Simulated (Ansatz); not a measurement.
Calculated with Ansatz (gas phase, PBE0-D4/def2-TZVP geometries, no zero-point term in ΔE). CCSD(T)/CBS is the MP2 limit (def2-TZVPP, def2-QZVPP) plus CCSD(T) − MP2 in def2-TZVPP, frozen cores. This one scheme is used for every species. Functionals use def2-TZVPP. HSE06 is defined as in plane-wave codes. Each species was taken in one conformer, which may not be the lowest.

`C[SiH](F)BS` + CH₃NH₂ → `CN[SiH](C)F` + `BS`  (cleavage of the Si–B bond)

CCSD(T)/CBS gives -0.95 eV.

Another level gave -1.02 eV. Which?
A. r2SCAN0/def2-TZVPP
B. HSE06-D4/def2-TZVPP
C. PBE/def2-TZVPP
D. CAM-B3LYP/def2-TZVPP

D. CAM-B3LYP -1.02, r2SCAN0 -0.96, PBE -0.80, HSE06-D4 -0.86 eV.

What do rigid-rotor, harmonic-oscillator terms from PBE0-D4/def2-TZVP frequencies (298.15 K, 1 bar) make of the CCSD(T)/CBS value? (Estimate.)

The calculation gave: ΔZPE = -0.05 eV, ΔH = -1.01 eV, ΔS = -10 J/(mol·K), ΔG = -0.98 eV. Modes under 50 cm⁻¹ make the entropy rough.

Largest T1 diagnostic among the species: 0.015.

In def2-TZVPP, CCSD(T) changes the Hartree–Fock value by +0.13 eV (the triples alone add +0.02 eV) and MP2 by +0.06 eV. From PBE to PBE0 (25 % exact exchange), in def2-TZVPP and without D4, ΔE moves by −0.06 eV. At CCSD(T), def2-SVP lies +0.03 eV from the extrapolated value and def2-TZVPP −0.00 eV.
